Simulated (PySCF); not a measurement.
Compound: C₄H₅AlS.
Structure used (PBE0-D3(BJ)/def2-SVP), in Å, numbered top down from 1:
```
atom  x, y, z in Å
Al1    2.494    0.173   -0.131
C2     0.540    0.160   -0.130
C3    -0.311   -0.652    0.599
C4    -1.692   -0.415    0.358
C5    -1.897    0.582   -0.560
S6    -0.406    1.219   -1.117
H7     3.291    1.165    0.821
H8     3.290   -0.827   -1.075
H9     0.040   -1.413    1.301
H10   -2.503   -0.960    0.844
H11   -2.843    0.971   -0.935
```

Computed with PBE0-D3(BJ)/def2-SVP geometry optimisation, gas phase (PySCF).

Take the most abundant isotopes and a rigid rotor. 

(1) Give the principal moments of inertia and the rotational constants in cm⁻¹.

(2) Classify the top.

(3) Is it planar, by Δ = Ic − Ia − Ib?

(4) List the rotational levels J(Ka,Kc) to J = 5 (K).

(5) Predict some low-J microwave lines.

Answers

(1) Ia = 95.45, Ib = 294.60, Ic = 382.46 u·Å²; 505379 MHz·u·Å²/I gives 5295, 1715 and 1321 MHz, that is A = 0.17662, B = 0.05722, C = 0.04408 cm⁻¹.

(2) An asymmetric top: κ = (2 × 1715 − 5295 − 1321)/(5295 − 1321) = -0.80.

(3) Not planar: Δ = Ic − Ia − Ib = -7.58 u·Å². For a rigid frame Δ = −2 Σ m c², so Σ m c² = 3.79 u·Å² lies off the ab plane, practically all of it from hydrogen. The atom farthest from that plane is 1.38 Å away.

(4) Above 0(0,0), as E/k:
J = 1: 1(0,1) 0.146, 1(1,1) 0.318, 1(1,0) 0.336
J = 2: 2(0,2) 0.436, 2(1,2) 0.590, 2(1,1) 0.647, 2(2,1) 1.162, 2(2,0) 1.164
J = 3: 3(0,3) 0.867, 3(1,3) 0.998, 3(1,2) 1.111, 3(2,2) 1.599, 3(2,1) 1.607, 3(3,1) 2.507, 3(3,0) 2.507
J = 4: 4(0,4) 1.436, 4(1,4) 1.540, 4(1,3) 1.729, 4(2,3) 2.181, 4(2,2) 2.203, 4(3,2) 3.092, 4(3,1) 3.093, 4(4,1) 4.359, 4(4,0) 4.359
J = 5: 5(0,5) 2.137, 5(1,5) 2.216, 5(1,4) 2.498, 5(2,4) 2.907, 5(2,3) 2.955, 5(3,3) 3.825, 5(3,2) 3.827, 5(4,2) 5.091, 5(4,1) 5.091, 5(5,1) 6.719, 5(5,0) 6.719
Those of J = 1 are B + C, A + C and A + B.

(5) The dipole components are |μa| = 0.65 D, |μb| = 0.57 D, |μc| = 0.00 D. Intensities carry the squares of the components, which stand as 1.00 : 0.79 : 0.00 (a : b : c). Some lines, for components of 0.1 D or more:

```csv
type,branch,"J(Ka,Kc)",MHz,lower level (cm⁻¹)
a,Q,"1(1,0) ← 1(1,1)",394,0.221
a,Q,"2(1,1) ← 2(1,2)",1182,0.410
b,R,"2(0,2) ← 1(1,1)",2463,0.221
a,R,"1(0,1) ← 0(0,0)",3037,0.000
b,Q,"1(1,0) ← 1(0,1)",3974,0.101
b,Q,"2(1,1) ← 2(0,2)",4398,0.303
a,R,"2(1,2) ← 1(1,1)",5680,0.221
a,R,"2(0,2) ← 1(0,1)",6043,0.101
a,R,"2(1,1) ← 1(1,0)",6468,0.234
b,R,"1(1,1) ← 0(0,0)",6616,0.000
b,R,"2(1,2) ← 1(0,1)",9259,0.101
b,Q,"2(2,0) ← 2(1,1)",10769,0.450
b,Q,"2(2,1) ← 2(1,2)",11921,0.410
b,R,"2(2,1) ← 1(1,0)",17206,0.234
b,R,"2(2,0) ← 1(1,1)",17631,0.221
```

No frequency check. Zero-point vibration and centrifugal distortion are left out. Quadrupole hyperfine structure (27Al) is left out.
